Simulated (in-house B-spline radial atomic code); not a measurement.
Inner-shell binding energies (edges) and X-ray emission energies of free atoms and ions, as differences of relaxed hole-state energies with first-order Breit, QED and recoil terms, without correlation or multiplet splittings, in NIST's listed ground configurations. For neutral atoms such line energies lie within some 1 to 5 eV of tabulated X-ray lines (up to 20 eV for the heaviest). Removing outer electrons raises all edges nearly alike, so lines move far less than edges. K = 1s, L1 = 2s, M5 = 3d5/2. A dash marks a subshell that is part filled or wasn't run, or a line left out. Computed with an all-electron radial atomic-structure program (B-spline basis): Dirac-Hartree-Fock, average of the configuration, finite nuclei.

```csv
ion,configuration,K edge (eV),L1 edge (eV),M5 edge (eV)
Cs+,[Kr] 4d10 5s2 5p6,35994.4,5733.25,737.89
Cs2+,[Kr] 4d10 5s2 5p5,36007.3,5745.92,750.46
Cs3+,[Kr] 4d10 5s2 5p4,36021.1,5759.6,764.01
Cs4+,[Kr] 4d10 5s2 5p3,36036,5774.22,778.46
Cs5+,[Kr] 4d10 5s2 5p2,36051.8,5789.73,793.76
Cs6+,[Kr] 4d10 5s2 5p1,36068.4,5806.07,809.86
Cs7+,[Kr] 4d10 5s2,36086,5823.22,826.72
```
